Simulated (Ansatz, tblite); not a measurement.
Cost and result up the ladder for MoO2Cl2 (MoCl₂O₂) (5 atoms). The state is a singlet with charge 0. Geometry: PBE-D4/def2-SVP.

Cartesian coordinates in Å:
```
Mo 0.074 -0.069 -0.012
O 0.385 -1.396 0.982
O 1.230 -0.108 -1.240
Cl 0.307 1.844 1.185
Cl -1.997 -0.270 -0.915
```

Ansatz on 4 threads of Arm Neoverse V1 on a shared host; xTB runs through tblite on one thread. Times are rough, summed over both states, and most runs start from the orbitals of an earlier one. No level here is sound enough to serve as a yardstick. The other state is a triplet.

In the def2 sets Mo takes a core potential; there is no spin–orbit coupling. The xTB rows come from tblite.

xTB has no spin-polarisation term.

| level | functions | vertical triplet (eV) | remarks |
| --- | --- | --- | --- |
| GFN2-xTB | 35 | 3.62 | – |
| r2SCAN-D4/def2-TZVP | 176 | 3.65 | restricted SCF unstable in HF (singlet) |
| GFN1-xTB | 35 | 4.67 | – |
| PBE0-D4/def2-TZVP (with forces) | 176 | 3.45 | restricted SCF unstable in HF (singlet) |

(1) Estimate how long each takes.

Answers

(1) GFN1-xTB 0.01 s; GFN2-xTB 0.012 s; PBE0-D4/def2-TZVP (with forces) 16 s; r2SCAN-D4/def2-TZVP 20 s. On shared hardware such times vary by a factor of up to 3.
